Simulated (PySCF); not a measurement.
C5H4BF, SMILES C#C[C@@H]1C=CB1F. Atoms are numbered in the order given.

```xyz
11

C      2.3311    -1.3228    -0.5293
C      1.2678    -1.0037    -0.0409
C     -0.0117    -0.5980     0.5157
C     -1.2606    -0.8216    -0.3595
C     -1.7710     0.4322    -0.4533
B     -0.5172     0.9275     0.2925
F      0.0416     2.0930     0.5473
H      3.2750    -1.6044    -0.9557
H     -0.1369    -0.9884     1.5416
H     -1.5884    -1.7710    -0.8038
H     -2.6716     0.7733    -0.9657
```
Charge 0, spin multiplicity 1.

Coordinates come from a B3LYP-D3(BJ)/def2-SVP optimisation. The structure was generated by enumeration; whether it is a known compound was not checked.

Vertical ionisation energy (IE) and electron affinity (EA) in eV. Rows of orbital energies are one-electron estimates. Where ΔSCF, EOM or ADC give a negative EA the extra electron is unbound and the value depends on the basis.

```json
[
 {"level": "−ε(HOMO), −ε(LUMO), B3LYP/def2-TZVP (PySCF)", "IE": "7.16", "EA": "1.68"},
 {"level": "−ε(HOMO), −ε(LUMO), PBE/def2-TZVP (PySCF)", "IE": "6.19", "EA": "2.49"}
]
```
